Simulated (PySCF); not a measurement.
## Interval between two levels of W⁺ by level of theory

W⁺ [Xe] 4f14 5d4 6s1 [6D9/2, M_J = 9/2] → W⁺ [Xe] 4f14 5d3 6s2 [4F9/2, M_J = 9/2], as a difference of total energies. Calculation: PySCF 2.14, in x2c-SVPall-2c with one added diffuse shell each of s, d type (8s9p10d2f, 99 functions); the two-component X2C-1e Hamiltonian. "Screened" scales the spin-orbit matrix elements by Boettger's factors to mimic the two-electron term; Breit and QED terms are absent.

```
                   method  interval between two levels (cm⁻¹)
          GHF (spin-free)                               20316
GHF (screened spin-orbit)                               21573
```

The labels give the starting determinants; with spin-orbit coupling the two ends relaxed to ⟨J²⟩ = 24.78, ⟨L²⟩ = 6.56, ⟨S²⟩ = 8.51 and ⟨J²⟩ = 25.05, ⟨L²⟩ = 13.54, ⟨S²⟩ = 3.48.

The determinant of the upper state mixes levels of different J (the jj label is only the starting occupation), so the difference between spin-free and spin-orbit rows is not the physical spin-orbit shift.
